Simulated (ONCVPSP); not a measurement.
Building the ONCV potential for Co (LDA (Perdew-Wang 92), scalar-relativistic).

The input file (ONCVPSP 4.0.1):

```
# ATOM AND REFERENCE CONFIGURATION
# atsym  z   nc   nv     iexc    psfile
  Co 27.00    3    4  -001012      upf
#
#   n    l    f
    1    0    2.00
    2    0    2.00
    2    1    6.00
    3    0    2.00
    3    1    6.00
    3    2    7.00
    4    0    2.00
#
# PSEUDOPOTENTIAL AND OPTIMIZATION
# lmax
    2
#
#   l,   rc,      ep,       ncon, nbas, qcut
    0    1.45    0.00    3    7    9.00
    1    1.20    0.00    4    9   11.70
    2    1.65    0.00    4    8   11.50
#
# LOCAL POTENTIAL
# lloc, lpopt,  rc(5),   dvloc0
    4    3    1.05    0.00
#
# VANDERBILT-KLEINMAN-BYLANDER PROJECTORs
# l, nproj, debl
    0    2    1.10
    1    3    1.00
    2    2    2.60
#
# MODEL CORE CHARGE
# icmod, fcfact, rcfact
    3    5.25    1.70
#
# LOG DERIVATIVE ANALYSIS
# epsh1, epsh2, depsh
   -5.00    5.00    0.04
#
# OUTPUT GRID
# rlmax, drl
    6.00    0.01
#
# TEST CONFIGURATIONS
# ncnf
    4
# nvcnf
#   n    l    f
    4
    3    0    2.00
    3    1    6.00
    3    2    7.00
    4    0    1.00
#
    4
    3    0    2.00
    3    1    6.00
    3    2    7.00
    4    0    0.00
#
    4
    3    0    2.00
    3    1    6.00
    3    2    6.00
    4    0    0.00
#
    5
    3    0    2.00
    3    1    6.00
    3    2    6.00
    4    0    2.00
    4    1    1.00
#
```

Command:

```bash
oncvpsp.x < Co.dat > Co.out
```

The program printed (shortened: citation, most of the input echo, consistency checks and plot data are left out):

```
ONCVPSP  (Optimized Norm-Conservinng Vanderbilt PSeudopotential)
scalar-relativistic version 4.0.1

#   n    l    f        energy (Ha)
    1    0    2.00    -2.7843962E+02
    2    0    2.00    -3.2967196E+01
    2    1    6.00    -2.8276502E+01
    3    0    2.00    -3.7437557E+00
    3    1    6.00    -2.4076513E+00
    3    2    7.00    -3.1094340E-01
    4    0    2.00    -2.0850416E-01

Reference configufation results
  iterations    30
  all-electron total energy (Ha)   -1.39077762D+03

Begin loop to  construct optimized pseudo wave functions
and semi-local pseudopoentials for all angular momenta

Calculating optimized projector #   1

 for l=   0

    Fraction of norm inside rc  0.973695
    Optimizing pswf for qcut=   9.00 a_B^-1,  ecut=  40.46 Ha
    Residual kinetic energy error=  2.50D-07 Ha

    Energy error per electron        Cutoff
         Ha          eV             Ha
         0.01000     0.27211       10.17
         0.00100     0.02721       17.17
         0.00010     0.00272       27.81
         0.00001     0.00027       33.13

Calculating optimized projector #   2

 for l=   0

    Fraction of norm inside rc  0.062105
    Optimizing pswf for qcut=   9.00 a_B^-1,  ecut=  40.46 Ha
    Residual kinetic energy error=  2.58D-07 Ha

    Energy error per electron        Cutoff
         Ha          eV             Ha
         0.01000     0.27211        7.60
         0.00100     0.02721       11.95
         0.00010     0.00272       26.83
         0.00001     0.00027       33.15

WARNING wellstate: negative energy specified for n= 4 l=  1
WARNING scattering state with energy  0.25000000
WARNING will be used for the first projector

   Wellstate for l =  1  n =  4
     eigenvalue =   0.2500
     asymptotic potential =   0.7500
     half-point radius =  3.1277

   Wellstate for l =  1  n =  5
     eigenvalue =   1.2500
     asymptotic potential =   1.7500
     half-point radius =  3.7582

Calculating optimized projector #   1

 for l=   1

    Fraction of norm inside rc  0.877118
    Optimizing pswf for qcut=  11.70 a_B^-1,  ecut=  68.40 Ha
    Residual kinetic energy error=  1.21D-08 Ha

    Energy error per electron        Cutoff
         Ha          eV             Ha
         0.01000     0.27211       30.22
         0.00100     0.02721       39.16
         0.00010     0.00272       47.00
         0.00001     0.00027       53.95

Calculating optimized projector #   2

 for l=   1

    Fraction of norm inside rc  0.051034
    Optimizing pswf for qcut=  11.70 a_B^-1,  ecut=  68.40 Ha
    Residual kinetic energy error=  1.59D-08 Ha

    Energy error per electron        Cutoff
         Ha          eV             Ha
         0.01000     0.27211       22.85
         0.00100     0.02721       32.39
         0.00010     0.00272       40.80
         0.00001     0.00027       47.63

Calculating optimized projector #   3

 for l=   1

    Fraction of norm inside rc  0.041134
    Optimizing pswf for qcut=  11.70 a_B^-1,  ecut=  68.40 Ha
    Residual kinetic energy error=  2.43D-08 Ha

    Energy error per electron        Cutoff
         Ha          eV             Ha
         0.01000     0.27211       22.82
         0.00100     0.02721       32.31
         0.00010     0.00272       40.63
         0.00001     0.00027       47.23

   Wellstate for l =  2  n =  5
     eigenvalue =   2.2891
     asymptotic potential =   2.7891
     half-point radius =  3.3125

Calculating optimized projector #   1

 for l=   2

    Fraction of norm inside rc  0.851381
    Optimizing pswf for qcut=  11.50 a_B^-1,  ecut=  66.14 Ha
    Residual kinetic energy error=  9.93D-08 Ha

    Energy error per electron        Cutoff
         Ha          eV             Ha
         0.01000     0.27211       37.22
         0.00100     0.02721       44.66
         0.00010     0.00272       50.61
         0.00001     0.00027       55.86

Calculating optimized projector #   2

 for l=   2

    Fraction of norm inside rc  0.157620
    Optimizing pswf for qcut=  11.50 a_B^-1,  ecut=  66.14 Ha
    Residual kinetic energy error=  1.51D-07 Ha

    Energy error per electron        Cutoff
         Ha          eV             Ha
         0.01000     0.27211       38.16
         0.00100     0.02721       46.70
         0.00010     0.00272       53.31
         0.00001     0.00027       58.56

Construct Vanderbilt / Kleinmman-Bylander projectors

B matrix Hermiticity error, ll=   0
   1   2    3.5534E-04

  Orthonormal projector coefficients  6.0930E+00  1.2365E+00

B matrix Hermiticity error, ll=   1
   1   2    3.1181E-04
   1   3   -3.8749E-04
   2   3    3.7170E-05

  Orthonormal projector coefficients  2.0600E+00 -1.8412E+00  3.2235E-01

B matrix Hermiticity error, ll=   2
   1   2   -2.2707E-04

  Orthonormal projector coefficients -7.8184E+00 -2.1774E+00

Model core correction analysis
  based on d2Exc/dn_idn_j

d2excae - all-electron derivatives

   -4.107385D-02   -3.845233D-02   -2.861423D-02   -2.256205D-03
   -3.845246D-02   -3.691757D-02   -2.807821D-02   -2.740832D-03
   -2.861455D-02   -2.807842D-02   -2.542895D-02   -7.106564D-03
   -2.256203D-03   -2.740763D-03   -7.105186D-03   -2.904129D-02

d2excps - pseudofunction derivatives with no core correction

   -5.201738D-02   -4.296675D-02   -2.897696D-02   -3.116326D-03
   -4.296759D-02   -4.054130D-02   -3.035723D-02   -3.033519D-03
   -2.897729D-02   -3.035742D-02   -2.765178D-02   -6.980596D-03
   -3.116563D-03   -3.033467D-03   -6.979218D-03   -2.909762D-02

rms 2nd derivative error    3.454498E-03

rmatch, rhocmatch    0.3991   46.4412

Teter function model core charge with specified parameters

d2excps - pseudofunction derivatives with core correction

   -3.512279D-02   -3.315586D-02   -2.516654D-02   -2.100341D-03
   -3.315583D-02   -3.337720D-02   -2.710281D-02   -2.486221D-03
   -2.516654D-02   -2.710285D-02   -2.589981D-02   -6.789707D-03
   -2.100319D-03   -2.486137D-03   -6.788326D-03   -2.903472D-02

rms 2nd derivative error    2.854113E-03

Pseudoatom total energy -143.607070

Diagnostic tests using Vanderbilt-Kleinman-Bylander pseudopotentials
  1 or more projectors used as specified by nproj input data

   l    rcore       rmatch      e in        delta e   norm test  slope test

   0   1.4527869   1.4968967  -3.7437557   0.0000077   1.0001880   1.0001655
   0   1.4527869   1.4968967  -0.2085042   0.0000051   1.0000411   1.0000204

   1   1.2068812   1.2435247  -2.4076513   0.0000202   1.0001652   1.0001891
   1   1.2068812   1.2435247   0.2500000   0.0000915   1.0003658   1.0003658
   1   1.2068812   1.2435247   1.2500000   0.0001277   1.0003790   1.0003790

   2   1.6571335   1.7074476  -0.3109434  -0.0000018   1.0000949   1.0001038
   2   1.6571335   1.7074476   2.2890566   0.0000443   1.0001210   1.0001210

 Testing for bound ghosts
   n   l    E NL Schr. Eq   E Basis Diag.   E Cutoff

   1   0       -3.743748       -3.743749     90.35
   2   0       -0.208499       -0.126239     90.35

   2   1       -2.407631       -2.407575    343.88

   3   2       -0.310945       -0.310046    125.62

 Testing for highly-localized positive-energy ghosts
       l    <radius>/rc     E Basis Diag.   E Cutoff

Test configuration 0

   n   l     f        eae           eps        diff
   1   0  2.0000 -278.43961764
   2   0  2.0000  -32.96719592
   2   1  6.0000  -28.27650171
   3   0  2.0000   -3.74375572   -3.74374804    7.68D-06
   3   1  6.0000   -2.40765133   -2.40763111    2.02D-05
   3   2  7.0000   -0.31094340   -0.31094518   -1.78D-06
   4   0  2.0000   -0.20850416   -0.20849904    5.12D-06

    Total energies and differences
      AE_ref= -1.39077762D+03  AE_tst= -1.39077762D+03  dif=  0.00D+00
      PS_ref= -1.43607070D+02  PS_tst= -1.43607070D+02  dif= -3.99D-11
      PSP excitation error=  3.99D-11

Test configuration 1

   n   l     f        eae           eps        diff
   1   0  2.0000 -278.76873356
   2   0  2.0000  -33.28926021
   2   1  6.0000  -28.59917884
   3   0  2.0000   -4.07085381   -4.07163490   -7.81D-04
   3   1  6.0000   -2.73511712   -2.73539580   -2.79D-04
   3   2  7.0000   -0.63530746   -0.63584030   -5.33D-04
   4   0  1.0000   -0.48042691   -0.48031370    1.13D-04

    Total energies and differences
      AE_ref= -1.39077762D+03  AE_tst= -1.39043626D+03  dif=  3.41D-01
      PS_ref= -1.43607070D+02  PS_tst= -1.43265734D+02  dif=  3.41D-01
      PSP excitation error=  1.99D-05

Test configuration 2

   n   l     f        eae           eps        diff
   1   0  2.0000 -279.15070235
   2   0  2.0000  -33.66025973
   2   1  6.0000  -28.97112778
   3   0  2.0000   -4.44798890   -4.45036952   -2.38D-03
   3   1  6.0000   -3.11245936   -3.11346466   -1.01D-03
   3   2  7.0000   -1.00676468   -1.00820469   -1.44D-03

    Total energies and differences
      AE_ref= -1.39077762D+03  AE_tst= -1.38980865D+03  dif=  9.69D-01
      PS_ref= -1.43607070D+02  PS_tst= -1.42638265D+02  dif=  9.69D-01
      PSP excitation error=  1.63D-04

Test configuration 3

   n   l     f        eae           eps        diff
   1   0  2.0000 -279.88273275
   2   0  2.0000  -34.41401654
   2   1  6.0000  -29.72276643
   3   0  2.0000   -5.15475253   -5.15640762   -1.66D-03
   3   1  6.0000   -3.81085402   -3.81058042    2.74D-04
   3   2  6.0000   -1.67140736   -1.66680256    4.60D-03

    Total energies and differences
      AE_ref= -1.39077762D+03  AE_tst= -1.38847857D+03  dif=  2.30D+00
      PS_ref= -1.43607070D+02  PS_tst= -1.41308932D+02  dif=  2.30D+00
      PSP excitation error=  9.13D-04

Test configuration 4

   n   l     f        eae           eps        diff
   1   0  2.0000 -278.73971053
   2   0  2.0000  -33.29526001
   2   1  6.0000  -28.60173587
   3   0  2.0000   -4.03468267   -4.03188126    2.80D-03
   3   1  6.0000   -2.69185079   -2.68949018    2.36D-03
   3   2  6.0000   -0.56656443   -0.56074462    5.82D-03
   4   0  2.0000   -0.29258826   -0.29288218   -2.94D-04
   4   1  1.0000   -0.10106169   -0.10114737   -8.57D-05

    Total energies and differences
      AE_ref= -1.39077762D+03  AE_tst= -1.39041815D+03  dif=  3.59D-01
      PS_ref= -1.43607070D+02  PS_tst= -1.43249934D+02  dif=  3.57D-01
      PSP excitation error=  2.33D-03
```

The run took about 5.6 s on one core of a shared server CPU.
